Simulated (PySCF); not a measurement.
A structure optimised at PBE-D3(BJ)/def2-SVP, used in a PySCF frequency run:

```
Al
F 1 1.6640
O 1 1.6909 2 118.14
C 3 1.4054 1 136.01 2 180.00
H 4 1.1126 3 110.29 1 -120.79
H 4 1.1126 5 107.38 3 120.19
H 4 1.1146 5 107.72 6 115.77
N 1 1.7707 2 119.29 3 180.00
C 8 1.2130 2 148.69 1 180.00
O 9 1.1812 7 130.99 4 180.00
```

Task: Write its SMILES, formula and point group.

Result: C[O][Al]([F])[N]=C=O, C2H3AlFNO2, Cs

Task: What are its rotational constants (standard atomic weights)?

Result: 2.9261, 1.2221, 0.86687 GHz
